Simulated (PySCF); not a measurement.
Gas-phase reaction: TiCl4 + 2 F2 → TiF4 + 4 Cl

Method: PySCF energies plus ideal-gas RRHO corrections (1 bar). † marks an energy on the PBE0/def2-TZVP geometry and frequencies; other levels use their own. CCSD(T) freezes the core. 6-31G* has spherical d functions here. Open shells (unrestricted): Cl (multiplicity 2, electronic degeneracy 6); the rest are closed-shell singlets. Spin-orbit splitting is ignored; it lowers the true energy and changes the entropy of Cl. B3LYP is the form with VWN-RPA correlation. CCSD(T) isn't extrapolated to the basis-set limit. The harmonic model lacks anharmonicity and excited electronic states, which grow with temperature; levels with a mode under 35 cm⁻¹ are left out. Soft modes under 120 cm⁻¹ make the harmonic entropy rough for TiCl4. Warning, large T1 diagnostic: TiCl4, TiF4 (CCSD(T)/def2-SVP†).

ΔH° and ΔS° at 298 K: B3LYP/6-31G* -403 kJ, 220 J/K; BLYP/def2-TZVP† -314 kJ, 222 J/K; CCSD(T)/def2-SVP† -409 kJ, 222 J/K.

Q: With the heat capacities included, give log10 K (1 bar) at 500, 800, 1400, 1600, 2000 K from B3LYP/6-31G*, BLYP/def2-TZVP†, CCSD(T)/def2-SVP†.

A: 
```json
[
 {"T (K)": "500", "B3LYP/6-31G*": "53.7", "BLYP/def2-TZVP†": "44.4", "CCSD(T)/def2-SVP†": "54.4"},
 {"T (K)": "800", "B3LYP/6-31G*": "38.0", "BLYP/def2-TZVP†": "32.3", "CCSD(T)/def2-SVP†": "38.5"},
 {"T (K)": "1400", "B3LYP/6-31G*": "26.9", "BLYP/def2-TZVP†": "23.7", "CCSD(T)/def2-SVP†": "27.3"},
 {"T (K)": "1600", "B3LYP/6-31G*": "25.0", "BLYP/def2-TZVP†": "22.3", "CCSD(T)/def2-SVP†": "25.4"},
 {"T (K)": "2000", "B3LYP/6-31G*": "22.5", "BLYP/def2-TZVP†": "20.3", "CCSD(T)/def2-SVP†": "22.8"}
]
```
